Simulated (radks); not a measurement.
Ag XX, configuration [Ar] 3d10. Method: scalar-relativistic Kohn-Sham, r2SCAN, spin-polarised, spherical densities, finite nucleus; meta-GGA in the generalised Kohn-Sham scheme; Fermi nuclear charge, rms radius 4.5454 fm; computed with a radial shooting solver on a logarithmic mesh with Libxc functionals. Some entries of the table are withheld. Estimate them.

orbital,occ.,eigenvalue (hartree),<1/r> (bohr^-1)
1s,2,(1),49.43
2s,2,(2),11.26
2p,6,-142.7536,10.86
3s,2,(3),(4)
3p,6,-38.96246,(5)
3d,10,-31.58212,3.611

Answer. 
(1) 1s eigenvalue (hartree): -952.3072
(2) 2s eigenvalue (hartree): -156.9929
(3) 3s eigenvalue (hartree): -43.70462
(4) 3s <1/r> (bohr^-1): 4.011
(5) 3p <1/r> (bohr^-1): 3.827
